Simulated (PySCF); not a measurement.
# Spinor energies of Zr (zirconium, neutral)

Start: [Kr] 4d2 5s2; 4d5/2 filled at m_j = +3/2, +5/2. Calculated with PySCF 2.14 in x2c-SVPall-2c with one added diffuse shell each of s, p, d type (7s9p7d1f, 76 functions): generalised Hartree-Fock with the X2C-1e Hamiltonian and a Gaussian nucleus; one run each with spin-orbit coupling (SO) switched off, then screened by Boettger's factors. This is a chosen level, not necessarily the ground level.

| spinor shell | electrons | ε, spin-free (eV) | ε, screened SO (eV) | weight of nominal j (screened SO) | rms radius, screened SO (bohr) |
| --- | --- | --- | --- | --- | --- |
| 1s1/2 | 2 | -18094.9 | -18094.1 | 1.000 | 0.0426 |
| 2s1/2 | 2 | -2578.1 | -2577.9 | 1.000 | 0.176 |
| 2p1/2 | 2 | -2293.5 | -2352.8 | 1.000 | 0.154 |
| 2p3/2 | 4 | -2293.5 | -2265.5 | 1.000 | 0.158 |
| 3s1/2 | 2 | -453.50 | -453.47 | 1.000 | 0.488 |
| 3p1/2 | 2 | -357.87 | -367.70 | 1.000 | 0.489 |
| 3p3/2 | 4 | -357.87 | -353.23 | 1.000 | 0.500 |
| 3d3/2 | 4 | -200.75 | -202.21 | 0.992 | 0.494 |
| 3d5/2 | 6 | -200.75 | -199.77 | 0.994 | 0.497 |
| 4s1/2 | 2 | -68.119 | -68.119 | 1.000 | 1.30 |
| 4p3/2 | 4 | -40.620 | -40.047 | 0.922 | 1.48 |
| 4p1/2 | 2 | -40.620 | -41.856 | 0.845 | 1.46 |
| 4d5/2 | 2 | -8.625 | -8.574 | 0.876 | 2.40 |
| 5s1/2 | 2 | -5.863 | -5.871 | 0.981 | 4.26 |

```json
{"quantity": "E (hartree)", "spin-free": "-3595.70088", "screened SO": "-3596.02838"}
{"quantity": "M_J", "spin-free": "4", "screened SO": "4"}
{"quantity": "⟨J²⟩", "spin-free": "20.199", "screened SO": "20.389"}
{"quantity": "⟨L²⟩", "spin-free": "12.132", "screened SO": "12.172"}
{"quantity": "⟨S²⟩", "spin-free": "2.067", "screened SO": "2.104"}
```

The determinant has a definite M_J but mixes levels of different J.

Each row is a mean over spinors that exchange with the open shell spreads, by up to 4.605 eV (4p3/2).

Rows whose weight is well below 1 are mixtures of j = l ± 1/2: exchange outweighs spin-orbit coupling there, and the label is only the starting occupation.

Breit and QED terms are absent; they matter most for the inner s and p1/2 levels.

Densities and radii are taken from the X2C orbitals without a picture-change correction, which distorts them close to the nucleus.

Without spin-orbit coupling the j labels of p, d and f shells carry no meaning; the spin-free column gives the mean over the occupied spinors of each nl shell, and its ⟨J²⟩ belongs to a mixture of degenerate components.
